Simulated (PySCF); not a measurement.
**ZnH⁺: from constants to spectrum**

RHF-CCSD(T) constants of ZnH⁺, ¹Σ⁺ (singlet), closed shell (basis Zn def2-TZVPPD, H def2-TZVPPD; no relativity; PySCF 2.14; masses 63.9291 and 1.0078 u):

| Item | Value |
| --- | --- |
| ωe | 1882.2 cm⁻¹ |
| ωexe | 39.5 cm⁻¹ |
| Be | 7.3297 cm⁻¹ |
| αe | 0.244 cm⁻¹ |
| D (centrifugal) | 0.000445 cm⁻¹ |
| De to Zn⁺ + H | 2.41 eV |

(1) Give the vibrational terms G(v) and spacings up to v = 5.

(2) How well does the Morse estimate ωe²/(4ωexe) reproduce De, and what is D0?

Correlated steps freeze 5 core orbitals. For an ion De counts to the pair picked by the measured ionisation energies or electron affinities, which need not be the lowest pair at this level. Where the molecule has an RHF reference, its open-shell atoms are computed with UHF.

Answers

(1) G(v) = ωe(v+½) − ωexe(v+½)².

| v | G(v) (cm⁻¹) | G(v) − G(v−1) | Bv (cm⁻¹) |
| --- | --- | --- | --- |
| 0 | 931 |  | 7.208 |
| 1 | 2734 | 1803 | 6.964 |
| 2 | 4459 | 1724 | 6.720 |
| 3 | 6104 | 1645 | 6.476 |
| 4 | 7670 | 1566 | 6.232 |
| 5 | 9157 | 1487 | 5.988 |

(2) It gives 2.78 eV, 115 % of the computed De. D0 = De − G(0) = 2.41 − 0.12 = 2.29 eV.
